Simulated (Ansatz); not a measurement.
BClGaH$_{5}$Si (`[SiH3][B](Cl)[GaH2]`), 9 atoms. The species carries charge 0 and has multiplicity 1. Correlated methods include outer-core shells of Ga, which these sets cover unevenly. Scalar relativity is left out up to krypton. All runs use 4 threads of an Arm Neoverse N1 on a shared host. Correlated methods freeze the cores.

Q: How many basis functions does each run have, and how long does it take in Ansatz? RKS PBE0-D4/def2-TZVPP energy; RKS ωB97M-V/def2-QZVPP energy; RHF-MP2/def2-QZVPP energy; RKS PBE0-D4/def2-TZVP frequencies; RHF-CCSD(T)/def2-TZVPP energy; direct RPA on PBE orbitals/def2-TZVPP energy; RKS ωB97X-V/def2-TZVPP energy; RKS B2PLYP (frozen core)/def2-TZVPP energy; RKS PBE0-D4/def2-QZVPP energy; RKS ωB97M-V/def2-SVP energy; RKS HSE06 (plane-wave form)-D4/def2-TZVPP energy; RKS PBE0-D4/def2-SVP energy. (Best estimate.)

A: Ansatz gave: Other jobs shared the machine, so times are rough.

| level | job | functions | wall time | peak host memory (GiB) |
| --- | --- | --- | --- | --- |
| RKS PBE0-D4/def2-SVP | energy | 107 | 2 s | 0.45 |
| RKS PBE0-D4/def2-TZVPP | energy | 233 | 5.5 s | 0.67 |
| RKS HSE06 (plane-wave form)-D4/def2-TZVPP | energy | 233 | 6 s | 0.7 |
| direct RPA on PBE orbitals/def2-TZVPP | energy | 233 | 7 s | 0.49 |
| RKS B2PLYP (frozen core)/def2-TZVPP | energy | 233 | 8.5 s | 0.6 |
| RKS ωB97M-V/def2-SVP | energy | 107 | 9 s | 0.45 |
| RKS ωB97X-V/def2-TZVPP | energy | 233 | 14 s | 0.81 |
| RKS PBE0-D4/def2-QZVPP | energy | 436 | 16 s | 1.8 |
| RHF-MP2/def2-QZVPP | energy | 436 | 34 s | 2.3 |
| RKS ωB97M-V/def2-QZVPP | energy | 436 | 34 s | 2.1 |
| RHF-CCSD(T)/def2-TZVPP | energy | 233 | 2.8 min | 3.8 |
| RKS PBE0-D4/def2-TZVP | frequencies | 183 | 3.2 min | 0.52 |
